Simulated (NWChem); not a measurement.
# BiI2 cation; SMILES [I][Bi+][I]

```xyz
3

Bi     0.0000     0.0000     0.9427
I     -2.1225     0.0000    -0.7566
I      2.1225     0.0000    -0.7566
```
Atoms are numbered in this order, from 1.

Level: PBE0/def2-SVP with def2 effective core potentials on I, Bi (NWChem), optimised geometry, unscaled harmonic frequencies. def2 effective core potentials on I, Bi; no spin-orbit coupling.

| frequency (cm⁻¹) | IR intensity (km/mol) |
|---|---|
| 60 | 0.3 |
| 199 | 4.5 |
| 201 | 24.6 |

zero-point energy: 0.7 kcal/mol
thermal correction to the enthalpy at 298.15 K (with zero-point energy): 4.2 kcal/mol
heat capacity Cv: 11.6 cal/(mol K)
entropy at 298.15 K and 1 atm (symmetry number 2): 83.2 cal/(mol K)

Rigid rotor and harmonic oscillator; modes under 100 cm⁻¹ make the entropy uncertain.
